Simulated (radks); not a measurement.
The numbers below are computed, except where a source is named.
Polarisability of the vanadium ion V3+, [Ar] 3d2, at imaginary frequency. Code: a radial shooting solver on a logarithmic mesh with Libxc functionals. Model: scalar-relativistic Kohn-Sham, LDA (Slater exchange, Perdew-Wang correlation), spin-polarised, spherical densities, finite nucleus; open shells are filled with parallel spins first; Fermi nuclear charge, rms radius 3.6002 fm. Response by self-consistent Sternheimer equations with the Hartree and adiabatic LDA kernel, the relativistic mass of each level held fixed and spin-orbit coupling left out.

w (hartree)  alpha1(iw) (bohr^3)
0.00266                    2.304
0.0143                     2.304
0.0360                     2.301
0.0697                     2.294
0.118                      2.276
0.186                      2.238
0.280                      2.165
0.413                      2.041
0.605                      1.852
0.892                      1.588
1.35                       1.242
2.12                      0.8302
3.59                      0.4354
6.94                      0.1626
17.5                     0.03641

Static values: alpha1 = 2.304 bohr^3 (0.3414 angstrom^3; uncoupled 3.093). C6 = 5.917, triple-dipole C9 = 9.466 atomic units. One-pole (London) frequency 4 C6 / (3 alpha1^2) = 1.486 hartree, against 1.399 for minus the highest occupied eigenvalue.
